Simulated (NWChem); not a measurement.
**Correlation energy of CH3OS**

```xyz
6

C      0.3118    -1.3914     0.0000
S     -0.5096     0.2193     0.0000
O      0.6088     1.2468     0.0000
H      0.9381    -1.4816    -0.8994
H     -0.4630    -2.1725     0.0000
H      0.9381    -1.4816     0.8994
```
Charge 0, spin multiplicity 2.

All runs are NWChem calculations. The geometry was optimised at UPBE0/def2-SVP, a minimum by its harmonic frequencies.

Basis set: cc-pVDZ. Each correlation energy counts from its own Hartree-Fock reference.

The correlated methods keep 7 core orbitals frozen. The structure started from a generated list of species. The unpaired electrons of the parent sit in orbitals of symmetry a" (Cs labels of the run); other states weren't searched. No SCF solution was tested for a lower state. Open-shell Hartree-Fock references start from PBE0 orbitals. Coupled-cluster values serve here as a point of comparison, not as the truth.

One of these methods gave a correlation energy of -441.0 mHa. Which?
A. CCSD on UHF
B. CCSD[T] on UHF
C. URI-MP2
D. SCS-UMP2

C, URI-MP2. The others give -432.1 (SCS-UMP2), -478.9 (CCSD on UHF), -494.5 (CCSD[T] on UHF).
